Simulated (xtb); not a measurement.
C2H4BF2N, SMILES F/C=C\B(F)N. All values are semi-empirical tight-binding results from xtb (GFN2-xTB unless named), good for trends rather than for accurate numbers. Geometry: GFN2-xTB. The structure was generated by enumeration; whether it is a known compound was not checked. One conformer was computed; it need not be the lowest.

Computed properties:
```json
{
 "point_group_as_xtb_finds_it": "Cs",
 "orbital_gap": "4.44 eV",
 "dipole_moment": "1.05 D",
 "zero_point_energy": "41.9 kcal/mol",
 "G − E(el) at 298.15 K (modified RRHO)": "22.8 kcal/mol",
 "static polarisability (D4 model)": "49.2 bohr³",
 "solvation energy, GFN2-xTB/ALPB(water)": "-5.2 kcal/mol",
 "solvation energy, GFN2-xTB/ALPB(methanol)": "-5.6 kcal/mol"
}
```

Computed IR lines (harmonic; lines under 4 % of the strongest left out, lines within 3 cm⁻¹ merged):
ν (cm⁻¹): 553 (w), 598 (vs), 784 (w), 843 (w), 1005 (m), 1176 (s), 1217 (m), 1314 (w), 1387 (s), 1522 (s), 1677 (s), 3056 (w), 3090 (w) (against the strongest line: vs over 80 %, s over 45 %, m over 15 %, w over 4 %, vw less)
